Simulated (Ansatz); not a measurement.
CH4AlClSe (SMILES [CH3][Al]([Cl])[SeH]), singlet, at a GFN2-xTB geometry (such geometries of metal compounds can be far from the true shape); PBE/cc-pVTZ in Ansatz (a quantum-chemistry and plane-wave program).

The Ansatz input:
Ansatz 0.2 input:
```yaml
crystal:
  periodic: [false, false, false]
  atoms:
    - {symbol: Al, position_ang: [0.24920728, -0.24794525, 0.70596465]}
    - {symbol: Cl, position_ang: [2.23958066, 0.11790697, 0.71101454]}
    - {symbol: C, position_ang: [-0.77026390, -1.06851441, 2.19926112]}
    - {symbol: H, position_ang: [-1.15692454, -2.05842947, 1.93930134]}
    - {symbol: H, position_ang: [-1.63726037, -0.46914785, 2.49197457]}
    - {symbol: H, position_ang: [-0.14195835, -1.19084681, 3.08496580]}
    - {symbol: Se, position_ang: [-0.92911104, 0.33762532, -1.21560858]}
    - {symbol: H, position_ang: [-2.16506367, -0.13088059, -0.64590428]}
basis:
  gaussian:
    orbitals: cc-pVTZ
hamiltonian:
  xc: pbe
```

The log (banner, timings and long lists left out):

```
Functional definition: PBE
1330 factors; their error is unknown
mean field evaluation 1: about -85547.0492 eV, gradient 6.5e1 eV
mean field evaluation 2: about -85528.9369 eV, gradient 9.1e1 eV
mean field evaluation 4: about -85556.7004 eV, gradient 1.1e1 eV
mean field evaluation 8: about -85556.9872 eV, gradient 2.2e-1 eV
mean field evaluation 16: about -85556.9545 eV, gradient 2.3e-4 eV
mean field -85556.95448503 eV, -3144.1600847381 hartree, gradient 6.7e-5 eV, S^2 0.000000; 0 other end points of the search recorded, 0 dependent functions left out
reference -85556.95452617 eV, -3144.1600862502 hartree; 37, 37 occupied and 160, 160 virtual orbitals, 1330 factors
Total energy: -85556.95452617 eV, -3144.1600862502 hartree
```
